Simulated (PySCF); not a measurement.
Compound: C7H6BN.
SMILES: `N#CB1C=CC=CC=C1`

Linear response at wB97X-D/def2-SVPD (PySCF, frozen core in the response, non-relativistic). Geometry: PBE0-D3(BJ)/def2-SVP; no solvent, vibrations or thermal averaging.

Static isotropic polarisability: 104.47 au (15.48 Å³), principal values 57.9, 108.9, 146.6 au.

Problem. What is the polarisability at 1064 nm and at the sodium D line?

Solution. 106.40 au at 1064 nm (+1.8 %), 111.43 au at 589.3 nm (+6.7 %). The rise at 589.3 nm is 3.61 times that at 1064 nm; a pure ω² law gives 3.26. The lowest singlet lies at 278 nm, shorter than both wavelengths.

Problem. What is the isotropic C6 coefficient between two such molecules, C6 = (3/π)∫α(iω)² dω?

Solution. 3627 au (Eh·bohr⁶) by a ten-point quadrature over imaginary frequencies, which is 2170 eV·Å⁶ or 209 J·nm⁶/mol.

Problem. Which effective excitation energy ω̄ makes London's formula C6 = (3/4)α²ω̄ exact here?

Solution. ω̄ = 4·C6/(3α²) = 0.443 Eh = 12.1 eV. A one-pole form α(ω) = α/(1 − ω²/ω̄²) fitted to the 1064 nm value gives 8.7 eV.

Problem. The lowest 6 singlets have (eV, f): 4.46, 0.136; 4.59, 0.102; 5.44, 0.000; 5.51, 0.001; 6.05, 0.705; 6.16, 0.324. What share of the static polarisability do they carry in the sum over states α = Σ f/ω²?

Solution. 29.23 au, 28.0 % of α; the largest term, 14.27 au, is that of the state at 6.05 eV. Their oscillator strengths add up to 1.27. Higher states carry the rest.

Problem. How many electrons N does the Slater–Kirkwood formula C6 = (3/4)·√N·α^(3/2) need to give this C6?

Solution. N = (4·C6/3)²/α³ = 20.5; the species has 60 electrons in all.

Problem. What three-body coefficient follows from the one-pole estimate C9 = (3/4)·α·C6?

Solution. 284000 au. This is an estimate from the two numbers above, not a computed integral.

Note: wB97X-D ran without an empirical dispersion term, which enters the total energy and its gradient alone.
